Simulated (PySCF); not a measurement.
Ge(OH)3(NH2) (GeH5NO3), SMILES [NH2][Ge]([OH])([OH])[OH].

Geometry optimised at ωB97X-D3(BJ)/def2-SVP. The structure was generated by enumeration, and PubChem lists no compound with its InChIKey, so it may never have been made. The values are those of a single conformer.

Two levels are set side by side: TDA-PBE/def2-SVPD (PySCF) and TDA-PBE0/def2-SVPD (PySCF). Vertical, same geometry. The lowest singlet is HOMO→LUMO 99 % with PBE and HOMO→LUMO 97 % with the other functional; states are paired by order. Differences are taken from unrounded values.

```
quantity                               TDA-PBE0  TDA-PBE  TDA-PBE minus TDA-PBE0
-------------------------------------  --------  -------  ----------------------
lowest singlet excitation (eV)             6.34     5.33                   -1.01
lowest triplet excitation (TDA) (eV)       5.98     5.09                   -0.89
first bright state (f over 0.05) (eV)      7.56     6.56                   -0.99
its oscillator strength                    0.08     0.05                   -0.02
```

A lower first singlet is the usual sign of a functional without exact exchange. Differences between two approximate levels are no errors against the true value.

Rough cost on one machine, each run with all the roots and properties that it gave: TDA-PBE0 against TDA-PBE about 3 times.
